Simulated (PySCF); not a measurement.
# Telling isomers of C₅H₁₀N₂Si apart by NMR

Level of theory: NMR shieldings at PBE0/pcSseg-1/GIAO, geometry: GFN2-xTB, in PySCF (rapidly exchanging positions averaged, gas phase, relativity neglected, a single conformation).

References, each an isolated molecule treated in the same way: 1H (σref 31.72) and 13C (σref 186.93) vs TMS. Where no couplings were computed, multiplicities follow the n + 1 count of equivalent neighbours, and m marks all less simple cases (inequivalent or close neighbours, rings, F or P nearby). Shifts are as computed. Against solution values, carbons near 30 ppm lie about +3 ppm off and those near 130 ppm about +5 ppm. Of 1211 compounds with measured shifts, 218 miss one by over three times the rms of a fit or turn the order of signals round; such compounds aren't used in these exercises.

(1) Tabulate the signals of `Cc1cnn([SiH3])c1C`, `C[SiH](C)n1cccn1` and their relative energies.

(2) What is the quickest way to tell Cc1cnn([SiH3])c1C from C[SiH](C)n1cccn1?

Results:

(1) 
```tsv
SMILES	carbon types	δC	δH	E rel. (kcal/mol)
Cc1cnn([SiH3])c1C	2×C 1×CH 2×CH3	148.2, 146.0, 120.8, 11.4, 10.9	7.46 (s, 1H), 5.20 (s, 3H), 2.45 (s, 3H), 2.21 (s, 3H)	16.8
C[SiH](C)n1cccn1	3×CH 2×CH3	146.9, 137.5, 112.3, -2.3	7.89 (m, 1H), 7.56 (m, 1H), 6.56 (m, 1H), 5.39 (sept, 1H), 0.61 (d, 6H)	0.0
```

Energies are electronic energies at PBE0/pcSseg-1 on these geometries, without zero-point or thermal terms, each for the one conformer computed, which needn't be the lowest.

(2) Count the carbon signals: 5 against 4. The first has a substituted aromatic carbon next to a ring nitrogen (C) at 146.0 ppm, the second an aromatic CH at 112.3 ppm. Their most deshielded carbons lie at 148.2 and 146.9 ppm. In the proton spectra the most deshielded non-exchanging signals are 7.46 (s, 1H) and 7.89 (m, 1H).
